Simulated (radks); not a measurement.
Values are calculated unless marked as measured or tabulated.
Coulomb parameter of the 4f shell of the praseodymium ion Pr+ in the model configuration [Xe] 4f2 5d1 6s1, as a second difference U = [E(n + 0.5) + E(n - 0.5) - 2 E(n)] / (0.5)^2 with all orbitals relaxed. "Bare": the charge of the atom changes with n. "Screened": the 5d shell takes up the change at fixed total charge, which measures U(4f,4f) + U(5d,5d) - 2 U(4f,5d). Code: a radial shooting solver on a logarithmic mesh with Libxc functionals. Model: scalar-relativistic Kohn-Sham, SCAN, spin-unpolarised, spherical densities, finite nucleus; meta-GGA in the generalised Kohn-Sham scheme; Fermi nuclear charge, rms radius 4.8919 fm.

case                  configuration  E - E(n) (eV)
start              [Xe] 4f2 5d1 6s1          0.000
bare +0.5        [Xe] 4f2.5 5d1 6s1         -4.184
bare -0.5        [Xe] 4f1.5 5d1 6s1          7.789
screened +0.5  [Xe] 4f2.5 5d0.5 6s1         -1.175
screened -0.5  [Xe] 4f1.5 5d1.5 6s1          2.283

U(bare) = 14.418 eV, U(screened by 5d) = 4.432 eV, against the Slater integral F0(4f,4f) = 24.378 eV with frozen orbitals.
